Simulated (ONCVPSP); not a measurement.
## An all-electron radial function and its pseudo partner (Zr)

Columns: radius, all-electron u(r) and pseudo u(r) of the 4d shell (level -3.73 eV) of zirconium in the configuration [Ar] 3d10 4s2 4p6 4d2 5s2; LDA (Perdew-Wang 92), scalar-relativistic, ONCV scheme, ONCVPSP 4.0.1.

```csv
r (bohr),all-electron,pseudo
0.098,-0.0930,0.0007
0.195,-0.2502,0.0059
0.292,-0.3021,0.0212
0.390,-0.2472,0.0519
0.488,-0.1313,0.0997
0.585,0.0062,0.1611
0.682,0.1438,0.2321
0.780,0.2708,0.3101
0.878,0.3800,0.3927
0.975,0.4690,0.4759
1.072,0.5394,0.5533
1.170,0.5934,0.6164
1.268,0.6323,0.6582
1.365,0.6581,0.6791
1.463,0.6737,0.6860
1.560,0.6806,0.6857
1.658,0.6807,0.6820
1.755,0.6754,0.6755
1.852,0.6659,0.6659
1.950,0.6530,0.6530
2.047,0.6378,0.6378
2.145,0.6206,0.6206
2.242,0.6024,0.6024
2.340,0.5832,0.5832
2.438,0.5635,0.5634
2.535,0.5437,0.5437
```

Question: How many radial nodes do the two functions have?

Answer: The all-electron 4d function has n − l − 1 = 1; the pseudo-wave has 0, since the states of the same l below it are removed with the core.

Question: At about which radius was the pseudo-wave matched?

Answer: 1.95 bohr. The columns agree to 0.0005 from 1.75 bohr on; several derivatives are matched, so the curves merge somewhat inside the radius.

Question: Where does each function peak?

Answer: Outermost all-electron maximum near 1.66 bohr, pseudo maximum near 1.46 bohr (to the table’s step).

Question: Is the pseudo-wave norm-conserving?

Answer: Yes: the ONCV scheme keeps the norm inside the radius equal to the all-electron one, which fixes the energy derivative of the logarithmic derivative at the level.
